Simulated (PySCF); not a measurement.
CH$_{4}$S, charge +1, doublet, geometry from GFN2-xTB (a state made from the parent by changing its charge; the spin is typed, not shown lowest). Base run: PBE0/def2-SVP (PySCF).

Here is a job for PySCF.
```python
from pyscf import gto, scf, dft

mol = gto.M(
    atom='''
C    -1.02943993   -0.44430689    0.04872881
S     0.55907768    0.33245669   -0.03583469
H    -1.13665527   -0.99947606    0.98682976
H    -1.80491537    0.31648919   -0.02717459
H    -1.14183024   -1.17864672   -0.75616545
H     1.31479765   -0.79183217    0.07749249
''',
    basis='def2-svp',
    charge=1,
    spin=1,
    verbose=4,
)

mf = dft.UKS(mol)
mf.xc = 'pbe0'
mf.kernel()
mo_i, mo_e, stable_i, stable_e = mf.stability(internal=True, external=False, return_status=True, nroots=6, tol=1e-6)
print('internally stable:', stable_i, ' externally stable:', stable_e)
if not stable_i:
    umf = mf.copy()
    umf.scf_summary = {}
    umf.kernel(umf.make_rdm1(mo_i, mf.mo_occ))
```

The bond that is stretched is that between atoms 3 and 1. A test that says stable can miss a lower solution.

The base run was repeated with changes; each row names its change, and settings that it needs were set with it.

| change | ΔE vs base (kcal/mol) | <S^2> | stability test says |
|---|---|---|---|
| base | 0.000 | 0.754 | internally stable (external not tested) |
| bond × 1.25 | 15.72 | 0.755 | internally stable (external not tested) |
| bond × 1.5 | 42.86 | 0.766 | internally stable (external not tested) |
| bond × 1.8 | 67.8 | 0.842 | internally stable (external not tested) |
| bond × 2.2 | 82.2 | 0.864 | internally stable (external not tested) |
| bond × 3.0 | 90.0 | 0.784 | internally stable (external not tested) |

On stretching, the SCF can end on different states; <S^2> shows the spin contamination of each.
